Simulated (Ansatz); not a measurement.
Input and output for `CN(C)B(N)N`.

```yaml
crystal:
  periodic: [false, false, false]
  atoms:
    - {symbol: C, position_ang: [-0.105930, -0.863635, 1.529637]}
    - {symbol: N, position_ang: [0.300599, -0.270627, 0.286655]}
    - {symbol: C, position_ang: [1.672738, -0.531874, -0.046053]}
    - {symbol: B, position_ang: [-0.573404, 0.505909, -0.536069]}
    - {symbol: N, position_ang: [-0.199853, 0.837982, -1.875762]}
    - {symbol: N, position_ang: [-1.831255, 0.958614, -0.028691]}
    - {symbol: H, position_ang: [0.165677, -1.927574, 1.563339]}
    - {symbol: H, position_ang: [-1.187827, -0.805716, 1.649977]}
    - {symbol: H, position_ang: [0.367974, -0.382390, 2.398337]}
    - {symbol: H, position_ang: [1.990138, 0.083088, -0.888308]}
    - {symbol: H, position_ang: [2.333587, -0.289294, 0.797419]}
    - {symbol: H, position_ang: [1.848279, -1.588041, -0.299765]}
    - {symbol: H, position_ang: [0.466907, 0.303577, -2.400474]}
    - {symbol: H, position_ang: [-0.778585, 1.417654, -2.454798]}
    - {symbol: H, position_ang: [-2.013969, 1.063072, 0.951707]}
    - {symbol: H, position_ang: [-2.477877, 1.466756, -0.603047]}
basis:
  gaussian: {orbitals: pcseg-2}
magnetization: {spin_polarized: true, initial_magnetization: 2}
hamiltonian: {xc: {name: B2PLYP}}
```

```sh
$ ansatz run in.yaml --threads 4 --pin off --events-out ev --progress --plain --max-ram 11315MiB
```

It prints (some lines left out):

```
Functional definition: B2PLYP
  name "B2PLYP"
  cite "Grimme, J. Chem. Phys. 124, 034108 (2006) doi:10.1063/1.2148954"
  cite "Becke, Phys. Rev. A 38, 3098 (1988) doi:10.1103/PhysRevA.38.3098"
  cite "Lee, Yang & Parr, Phys. Rev. B 37, 785 (1988) doi:10.1103/PhysRevB.37.785"
  parameter a = 0.53
  parameter c = 0.27
  exchange = (1 - a)*b88_x + a*exact_x
  correlation = (1 - c)*lyp_c + c*(mp2_os + mp2_ss)
1874 factors; integrals over basis functions are off by at most 1.2e-3 eV
mean field evaluation 1: about -7356.1814 eV, gradient 5.1e1 eV
mean field evaluation 2: about -7356.3803 eV, gradient 5.1e1 eV
mean field evaluation 4: about -7367.7103 eV, gradient 6.3e0 eV
mean field evaluation 8: about -7367.9998 eV, gradient 8.1e-1 eV
mean field evaluation 16: about -7368.0248 eV, gradient 1.4e-2 eV
mean field evaluation 32: about -7368.0248 eV, gradient 6.0e-6 eV
a density is far from that of the atoms, so the factors are made again for it
1911 factors; integrals over basis functions are off by at most 1.2e-3 eV
mean field -7368.02467729 eV, -270.7699126638 hartree, gradient 6.1e-6 eV, S^2 2.010693; 9 other end points of the search recorded, 0 dependent functions left out
6 core orbitals not correlated: weight in the atoms' cores, before any rotation towards them, 1.000 or more for the frozen orbitals, at most 0.000 for the correlated occupied ones
reference -7368.02487767 eV, -270.7699200279 hartree; 19, 17 occupied and 295, 297 virtual orbitals, 1911 factors
second order -35.22405020 eV of doubles, -0.00000000 eV of singles
Total energy: -7377.53537123 eV, -271.1194242196 hartree
```

Run time 98 s (4 threads of an Arm Neoverse V1 on a shared host); peak host memory 1.4 GiB.
